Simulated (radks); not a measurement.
The numbers below are computed, except where a source is named.
Task: These are the eigenvalues of the occupied orbitals of an atom or ion with whole-number occupations (eV). Level of theory: non-relativistic Kohn-Sham, PBE, spin-polarised, spherical densities, point nucleus (a radial shooting solver on a logarithmic mesh with Libxc functionals).

orbital  eigenvalue
1s down   -4852.600
1s up     -4852.584
2s up     -546.8606
2s down   -546.2582
2p up     -459.3467
2p down   -458.8890
3s up      -78.4471
3s down    -76.5246
3p up      -55.4118
3p down    -53.5004
3d up      -20.5327

Which element is it, and in what charge state? The configuration may be excited. Open shells, if any, are filled with parallel spins first.

Result: Z = 22, titanium, charge +2: Ti2+ in [Ar] 3d2. The list shows which subshells hold electrons but not how many an open one holds; the 1s level, -178.33 hartree, gives Z - s = 18.9 by -(Z - s)^2/2, which with screening narrows Z to a few neighbours, and the depths of the outer levels then fix element, charge and occupations together.
